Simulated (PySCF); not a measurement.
# Co(OH)2: what the settings change

The complex Co(OH)2 (charge 0) contains Co(II), shell d7. The structure is a PBE0-D3(BJ)/def2-TZVP geometry optimised for multiplicity 4; coordination linear, point group C2h, metal–donor distances 1.75 Å.

```
5

Co    0.000    0.000    0.000
O     0.000    0.000    1.755
H    -0.741    0.000    2.358
O     0.000    0.000   -1.755
H     0.741    0.000   -2.358
```

Method (PySCF 2.14, density fitting): CASSCF(7,5) with orbitals averaged over all microstates of the shell, strongly contracted NEVPT2 on the averaged canonical orbitals; basis x2c-TZVPall on the metal, x2c-SVPall elsewhere; spin-free X2C; gas phase; spin-orbit coupling by state interaction with the mean-field operator over all roots.

Base run: NEVPT2 ground state 4Ag, next 4Bg at 7, then 4Bg at 902 cm⁻¹, B(CASSCF) 1137, ζ 502 cm⁻¹, μeff(300 K) 6.22 μB.

Task: What happens with the basis x2c-TZVPall on all atoms?

Result: NEVPT2 ground state 4Ag, next 4Bg at 6, then 4Bg at 747 cm⁻¹, B(CASSCF) 1137, ζ 502 cm⁻¹, μeff(300 K) 6.25 μB. It took 3.6 s against 3.7 s on a shared host of the same kind.

Task: What happens with orbitals averaged over the highest spin alone?

Result: NEVPT2 ground state 4Ag, next 4Bg at 6, then 4Bg at 1029 cm⁻¹, B(CASSCF) 1151, ζ 506 cm⁻¹, μeff(300 K) 6.21 μB.

No frequencies were computed for the optimised geometry. 4Bg (7 cm⁻¹) lies within 300 cm⁻¹ of 4Ag at NEVPT2 level, inside the method's error: their order is undecided, and g values and low-temperature moments can hang on it. NEVPT2 lifts 4Ag from 3344 to 4282 cm⁻¹; on the d shell alone such lifts tend to overshoot.
